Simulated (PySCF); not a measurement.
**How methods differ on the ionisation energy of Te**

Te [Kr] 4d10 5s2 5p4 (3P) → Te+ [Kr] 4d10 5s2 5p3 (4S), as a difference of total energies. All numbers are calculated (PySCF 2.14, the non-relativistic Hamiltonian (point nucleus), in dyall-av2z). Correlated levels: valence: [Kr] 4d10 frozen; virtual orbitals above 40 to 60 times the deepest correlated orbital energy dropped. The calculations carry no spin-orbit coupling.

```json
{"method": "UHF", "ionisation energy (eV)": "7.779", "plus first-order spin-orbit estimate": "7.967", "difference from reference of that sum (eV)": "-1.043"}
{"method": "LDA", "ionisation energy (eV)": "9.051", "plus first-order spin-orbit estimate": "9.240", "difference from reference of that sum (eV)": "+0.230"}
{"method": "PBE", "ionisation energy (eV)": "8.774", "plus first-order spin-orbit estimate": "8.962", "difference from reference of that sum (eV)": "-0.048"}
{"method": "PBE0", "ionisation energy (eV)": "8.780", "plus first-order spin-orbit estimate": "8.969", "difference from reference of that sum (eV)": "-0.041"}
{"method": "r2SCAN", "ionisation energy (eV)": "8.806", "plus first-order spin-orbit estimate": "8.995", "difference from reference of that sum (eV)": "-0.015"}
{"method": "r2SCANh", "ionisation energy (eV)": "8.807", "plus first-order spin-orbit estimate": "8.996", "difference from reference of that sum (eV)": "-0.014"}
{"method": "B97-3", "ionisation energy (eV)": "8.778", "plus first-order spin-orbit estimate": "8.967", "difference from reference of that sum (eV)": "-0.043"}
{"method": "LC-wPBE", "ionisation energy (eV)": "8.881", "plus first-order spin-orbit estimate": "9.070", "difference from reference of that sum (eV)": "+0.060"}
{"method": "MP2 (valence)", "ionisation energy (eV)": "8.180", "plus first-order spin-orbit estimate": "8.368", "difference from reference of that sum (eV)": "-0.642"}
{"method": "SCS-MP2 (valence)", "ionisation energy (eV)": "8.199", "plus first-order spin-orbit estimate": "8.388", "difference from reference of that sum (eV)": "-0.622"}
```

Reference: 9.010 eV (measured; NIST Atomic Spectra Database, ionization energies).

A first-order spin-orbit estimate (lowest level to lowest level, LS coupling) adds 0.189 eV.

These non-relativistic numbers lack the scalar-relativistic shift.
